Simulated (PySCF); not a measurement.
C3H7NOSi, SMILES CO[Si@H](C#C)N. Heavy atoms are numbered as in [CH:1]#[C:2][Si@H:3]([NH2:4])[O:5][CH3:6]. Hydrogens are named by the atom that carries them.

Geometry: B3LYP-D3(BJ)/def2-SVP. The structure was generated by enumeration; whether it is a known compound was not checked. One conformer was computed; it need not be the lowest.

Method: PBE/pcSseg-1 (PySCF).

GIAO shieldings, no solvent; atoms alike by connectivity are averaged. δ = σ(ref) − σ: ¹³C against TMS (σ = 182.0 ppm); ²⁹Si against TMS (σ = 335.4 ppm); ¹⁵N against NH3 (σ = 267.0 ppm); ¹⁷O against H2O (σ = 334.3 ppm); ¹H against TMS (σ = 31.49 ppm), references at their B3LYP-D3(BJ)/def2-TZVP geometries, non-relativistic.

```csv
nucleus,atoms,count,δ (ppm)
¹³C,C1 (CH),1,97.6
¹³C,C2,1,86.9
¹³C,C6 (CH3),1,55.0
²⁹Si,Si3 (SiH),1,-48.3
¹⁵N,N4 (NH2),1,40.0
¹⁷O,O5,1,55.3
¹H,H on Si3,1,5.04
¹H,H on C6,3,4.04
¹H,H on C1,1,2.33
¹H,H on N4,2,1.39
```
